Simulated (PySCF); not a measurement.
A PySCF script (with the pyscf-properties extension) for the NMR shieldings of `[C@@H](BC)(B(C)C)C(F)F`, C5H12B2F2, on a GFN2-xTB geometry:

```python
import basis_set_exchange as bse
import numpy as np
from pyscf import gto, dft
from pyscf.prop import nmr

atoms = """
C     2.445194   -0.983417    0.127477
B     1.473899    0.008600   -0.599338
C     0.310806    0.748114    0.174262
B    -0.925732   -0.260990    0.205490
C    -0.996553   -1.360693    1.327595
C    -2.073885   -0.140366   -0.865513
C    -0.024457    2.085515   -0.452859
F    -1.029283    2.721015    0.218757
F     1.034638    2.942325   -0.381573
H     3.479873   -0.679721   -0.031007
H     2.367545   -1.979461   -0.308620
H     2.290261   -1.077612    1.198566
H     1.589388    0.188807   -1.752399
H     0.616129    0.944194    1.206029
H    -1.767116   -1.079222    2.046649
H    -1.300720   -2.329689    0.935929
H    -0.075438   -1.497652    1.886727
H    -2.624131    0.790010   -0.726359
H    -2.798995   -0.949377   -0.821320
H    -1.678166   -0.104650   -1.879547
H    -0.322178    2.031213   -1.509417
"""
names = dict.fromkeys(["C", "B", "F", "H"], "pcSseg-1")
basis = {el: gto.basis.parse(bse.get_basis(n, elements=[el], fmt="nwchem")) for el, n in names.items()}
mol = gto.M(atom=atoms, basis=basis, charge=0, verbose=0)
mf = dft.RKS(mol, xc="PBE0")
mf.grids.level = 2
mf.grids.alignment = dft.numint.BLKSIZE   # the property module wants whole blocks of grid points
mf.conv_tol = 1e-9
mf.kernel()

calc = nmr.RKS(mf)   # GIAO
C = mf.mo_coeff
Co = C[:, mf.mo_occ > 0]
resp = mf.gen_response(singlet=True, hermi=2)
def vind(x):   # induced exchange potential for any number of trial vectors
    d = np.einsum("pi,xij,qj->xpq", C, 2 * x.reshape(-1, C.shape[1], Co.shape[1]), Co, optimize=True)
    return np.einsum("xpq,pi,qj->xij", resp(d - d.transpose(0, 2, 1)), C, Co, optimize=True).ravel()
mo1, _ = nmr.rhf.solve_mo1(calc, with_cphf=vind)
sigma = calc.kernel(mo1)
for i, s in enumerate(sigma):   # ppm
    print("%2d %-2s %9.2f" % (i, mol.atom_pure_symbol(i), np.trace(s) / 3))
```

**Question.** What does it print?

**Answer.** 
```
 0 C     169.65
 1 B      14.98
 2 C     107.63
 3 B      13.64
 4 C     168.50
 5 C     171.82
 6 C      59.16
 7 F     294.58
 8 F     294.51
 9 H      30.46
10 H      30.87
11 H      30.12
12 H      24.04
13 H      27.78
14 H      30.72
15 H      30.81
16 H      30.31
17 H      30.47
18 H      30.64
19 H      30.81
20 H      24.62
```

These numbers come from an equivalent density-fitted implementation of the same equations, which agrees with the script to about 0.01 ppm for H and up to a few tenths of a ppm for heavy atoms, so last digits may differ.

Size and cost of the density-fitted run: 213 basis functions, 92 s wall time on 1 thread of an Intel Xeon, shared host; peak memory 0.97 GiB.
